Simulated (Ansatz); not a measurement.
Start from `S[SiH](S)S` and change one atom or group to get `C=N[SiH](S)S`.

Ansatz, PBE0-D4/def2-TZVP geometries, multiplicity 1. Each molecule was computed in one conformer, which needn't be the lowest.

```
                             property  `S[SiH](S)S`
  HOMO–LUMO gap (PBE/def2-TZVPP) / eV          5.13
HOMO energy (ωB97M-V/def2-TZVPP) / eV         -9.71
    HOMO energy (PBE/def2-TZVPP) / eV         -6.35
LUMO energy (ωB97M-V/def2-TZVPP) / eV          1.62
   LUMO energy (PBE0/def2-TZVPP) / eV         -0.30
HOMO–LUMO gap (B3LYP/def2-TZVPP) / eV          6.77
```

Give the same properties after the change, and the shifts. (Estimate.)

Ansatz gave: 
```
                             property  `C=N[SiH](S)S`  shift
  HOMO–LUMO gap (PBE/def2-TZVPP) / eV            3.79  -1.34
HOMO energy (ωB97M-V/def2-TZVPP) / eV           -9.44   0.27
    HOMO energy (PBE/def2-TZVPP) / eV           -6.13   0.22
LUMO energy (ωB97M-V/def2-TZVPP) / eV            0.96  -0.66
   LUMO energy (PBE0/def2-TZVPP) / eV           -1.25  -0.95
HOMO–LUMO gap (B3LYP/def2-TZVPP) / eV            5.56  -1.21
```

With PBE0 the HOMO rises by 0.25 eV and the LUMO falls by 0.95 eV, so the gap narrows by about 1.20 eV. PBE moves the HOMO by 0.22 eV and ωB97M-V by 0.27 eV.

B3LYP here is the variant with VWN-RPA as its local correlation; programs differ in this.
